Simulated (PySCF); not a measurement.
Correlation energy of He (helium, neutral)

1s2, closed-shell 1S. All numbers are calculated (PySCF 2.14, the spin-free X2C one-electron Hamiltonian (Gaussian nucleus), in cc-pVDZ-DK (2s1p, 5 functions)). Frozen: nothing; 2 electrons correlated.

Total MP2 correlation energy: -25.83 mhartree.

Same-spin part 0.00 and opposite-spin part -25.83 mhartree; SCS-MP2 scales them by 1/3 and 6/5 to -31.00 mhartree.

With two correlated electrons CCSD is exact within the correlated space (frozen core and kept virtual orbitals).

```
level  correlation energy (mhartree)
 CCSD                         -32.44
```

Diagnostics: T1 = 0.00055, D1 = 0.0008, largest double amplitude 0.065.

Cost of the coupled-cluster step: 0.03 s of wall time on 1 thread of Neoverse-V1 (shared host), for 2 correlated electrons.

Iterations:

```
CC2 = 0
CCSD nocc = 1, nmo = 5
frozen orbitals []
max_cycle = 100
direct = 0
conv_tol = 1e-08
conv_tol_normt = 1e-06
diis_space = 8
diis_start_cycle = 0
Init t2, MP2 energy = -2.88108607286331  E_corr(MP2) -0.0258330441263451
Init E_corr(CCSD) = -0.0258330441263451
cycle = 1  E_corr(CCSD) = -0.0310894789754813  dE = -0.00525643485  norm(t1,t2) = 0.0143343
cycle = 2  E_corr(CCSD) = -0.0321577734452909  dE = -0.00106829447  norm(t1,t2) = 0.00313063
cycle = 3  E_corr(CCSD) = -0.0324445359595261  dE = -0.000286762514  norm(t1,t2) = 0.00071682
cycle = 4  E_corr(CCSD) = -0.0324412604366072  dE = 3.27552292e-06  norm(t1,t2) = 2.97192e-05
cycle = 5  E_corr(CCSD) = -0.0324412995500239  dE = -3.91134167e-08  norm(t1,t2) = 2.18949e-07
cycle = 6  E_corr(CCSD) = -0.0324412967915053  dE = 2.75851861e-09  norm(t1,t2) = 1.18026e-08
CCSD converged
E(CCSD) = -2.887694325528474  E_corr = -0.03244129679150529
```
